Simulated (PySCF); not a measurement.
Working out the ionisation energy of Mg⁺

Mg⁺ [Ne] 3s1 (2S) → Mg²⁺ [Ne] (1S). Calculation: PySCF 2.14, in aug-cc-pCVTZ-DK with one added diffuse shell each of s, p, d, f type (9s8p6d4f, 91 functions); the spin-free X2C one-electron Hamiltonian (Gaussian nucleus). Frozen: nothing. Energies in hartree (1 hartree = 27.21139 eV):

| part | Mg⁺ (lower) | Mg²⁺ (upper) |
| --- | --- | --- |
| UHF | -199.676474 | -199.134606 |
| MP2 opposite-spin | -0.219578 | -0.215691 |
| MP2 same-spin | -0.077368 | -0.073775 |

Task: What does Hartree-Fock give?

Result: (-199.134606) − (-199.676474) = 0.541868 hartree = 14.745 eV.

Task: What do MP2 and SCS-MP2 (6/5 opposite-spin, 1/3 same-spin) give?

Result: The opposite-spin parts differ by 0.106 eV and the same-spin parts by 0.098 eV. MP2: 14.745 + (0.106) + (0.098) = 14.949 eV. SCS-MP2: 14.745 + 1.2 × (0.106) + (0.098)/3 = 14.905 eV.

Measured between the centres of the two terms (NIST): 15.035 eV, so MP2 (all electrons) is off by -0.086 eV.

What remains against the reference includes basis incompleteness and correlation beyond second order.
